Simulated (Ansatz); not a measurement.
Basis sets compared for Ga6Sb6H18, a cluster cut from wurtzite GaSb (hydrogen-capped). Total charge 0; singlet. Geometry PBE-D4/def2-SVP. Ansatz on 2 threads of AMD EPYC 7R13 on a shared host and a share (18 GiB) of an NVIDIA H100 80GB HBM3; times are rough, and most runs start from earlier orbitals.

Cartesian coordinates in Å:
```
Sb -0.176 -2.730 -1.433
Ga -2.127 -0.898 -1.838
Ga -1.881 -1.886 2.367
Sb -2.731 -0.037 0.587
Sb -0.532 1.036 -2.860
Ga -2.309 2.633 0.653
Ga 1.881 -2.259 0.263
Sb 0.738 -1.214 2.405
Sb 2.897 -0.128 -1.063
Ga 1.464 2.143 -1.405
Ga 1.807 1.237 2.811
Sb 0.376 2.595 0.961
H -0.897 -4.228 -1.027
H 0.457 -3.221 -2.956
H -3.169 -1.402 -2.910
H -1.965 -3.285 1.624
H -2.514 -1.575 3.777
H -4.438 -0.230 0.503
H 0.108 0.495 -4.364
H -1.512 2.284 -3.501
H -2.575 3.157 -0.821
H -2.970 3.230 1.954
H 2.900 -3.463 0.273
H 1.456 -2.230 3.593
H 3.487 -0.652 -2.592
H 4.419 0.271 -0.390
H 2.269 3.203 -2.252
H 1.407 1.744 4.248
H 3.291 1.166 2.254
H 0.841 4.242 1.140
```

In the def2 sets Sb takes a core potential; there is no spin–orbit coupling. Single mean-field runs in def2-SVP, def2-TZVP are fitted with def2-universal-jkfit.

Binding counts from free atoms (Sb quartet, Ga doublet, H doublet) in the same basis, without a counterpoise term.

```
           level  functions  energy (Eh)  HOMO (eV)  LUMO (eV)  binding per atom (eV)  wall time
 PBE-D4/def2-SVP        438  -12998.3809      -5.99      -2.60                   2.35       12 s
PBE0-D4/def2-SVP        438  -12998.7224      -6.91      -1.96                   2.34       16 s
```

(1) Estimate the rows for PBE-D4/def2-TZVP (with forces), PBE0-D4/def2-TZVP (with forces).

Results:

(1) 
```
                          level  functions  energy (Eh)  HOMO (eV)  LUMO (eV)  binding per atom (eV)  wall time
 PBE-D4/def2-TZVP (with forces)        696  -12999.9242      -6.04      -2.67                   2.35       20 s
PBE0-D4/def2-TZVP (with forces)        696  -13000.2525      -6.91      -2.00                   2.34       23 s
```
